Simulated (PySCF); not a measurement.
## Working out the ionisation energy of Sb+

Sb+ [Kr] 4d10 5s2 5p2 (3P) → Sb(2+) [Kr] 4d10 5s2 5p1 (2P). Computed with PySCF 2.14 in x2c-QZVPPall (13s9p7d4f1g, 112 functions), with the spin-free X2C one-electron Hamiltonian (Gaussian nucleus). Frozen: [Ar] 3d10. Energies in hartree (1 hartree = 27.21139 eV):

| part | Sb+ (lower) | Sb(2+) (upper) |
| --- | --- | --- |
| UHF | -6477.723430 | -6477.135357 |
| MP2 opposite-spin | -0.466335 | -0.456346 |
| MP2 same-spin | -0.247762 | -0.238017 |

What does Hartree-Fock give?

(-6477.135357) − (-6477.723430) = 0.588073 hartree = 16.002 eV.

What do MP2 and SCS-MP2 (6/5 opposite-spin, 1/3 same-spin) give?

The opposite-spin parts differ by 0.272 eV and the same-spin parts by 0.265 eV. MP2: 16.002 + (0.272) + (0.265) = 16.539 eV. SCS-MP2: 16.002 + 1.2 × (0.272) + (0.265)/3 = 16.417 eV.

A first-order spin-orbit estimate adds -0.068 eV to MP2 (valence and next inner shell), giving 16.471 eV against 16.626 ± 0.025 eV (measured; NIST Atomic Spectra Database, ionization energies).

What remains against the reference includes basis incompleteness, the frozen core and correlation beyond second order.
